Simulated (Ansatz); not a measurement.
The cluster SnF2. The state is a singlet with charge 0. Geometry relaxed at PBE-D4/def2-TZVP.

```xyz
3

Sn    0.490   -0.020   -0.717
F     0.775    0.818    1.033
F    -1.265   -0.798   -0.316
```

In the def2 sets Sn takes a core potential; there is no spin–orbit coupling. The structure comes from a short search, and lower isomers may exist.

Q: Estimate the harmonic wavenumbers at RKS PBE-D4/def2-TZVP (Ansatz, unscaled). Is this a minimum?

A: 179, 555, 571 cm⁻¹. Yes, no mode is imaginary beyond noise. Zero-point energy 7.8 kJ/mol. Run time 3.4 s (4 threads of Arm Neoverse V1 on a shared host).
